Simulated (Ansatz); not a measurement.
`B[Si](O)(O)F` and `N[Si](O)(O)F` differ in one atom or group.

Ansatz, PBE0-D4/def2-TZVP geometries, multiplicity 1. Each molecule was computed in one conformer, which needn't be the lowest.

| property | `B[Si](O)(O)F` |
| --- | --- |
| HOMO–LUMO gap (PBE/def2-TZVPP) / eV | 3.58 |
| HOMO–LUMO gap (B3LYP/def2-TZVPP) / eV | 5.60 |
| HOMO energy (PBE/def2-TZVPP) / eV | -7.18 |
| HOMO–LUMO gap (ωB97M-V/def2-TZVPP) / eV | 10.24 |
| HOMO energy (ωB97M-V/def2-TZVPP) / eV | -10.82 |
| size of the dipole moment (PBE/def2-TZVPP) / D | 1.37 |

Problem. Give the same properties after the change, and the shifts. (Best estimate.)

Solution. Ansatz gave: 
```
                                      property  `N[Si](O)(O)F`  shift
           HOMO–LUMO gap (PBE/def2-TZVPP) / eV            6.11   2.53
         HOMO–LUMO gap (B3LYP/def2-TZVPP) / eV            7.88   2.28
             HOMO energy (PBE/def2-TZVPP) / eV           -6.45   0.73
       HOMO–LUMO gap (ωB97M-V/def2-TZVPP) / eV           12.40   2.16
         HOMO energy (ωB97M-V/def2-TZVPP) / eV          -10.43   0.39
size of the dipole moment (PBE/def2-TZVPP) / D            1.66   0.29
```

With PBE0 the HOMO rises by 0.59 eV and the LUMO rises by 3.12 eV, so the gap widens by about 2.53 eV. PBE moves the HOMO by 0.73 eV and ωB97M-V by 0.39 eV. Dipoles are sizes alone; their direction can turn.

B3LYP here is the variant with VWN-RPA as its local correlation; programs differ in this.
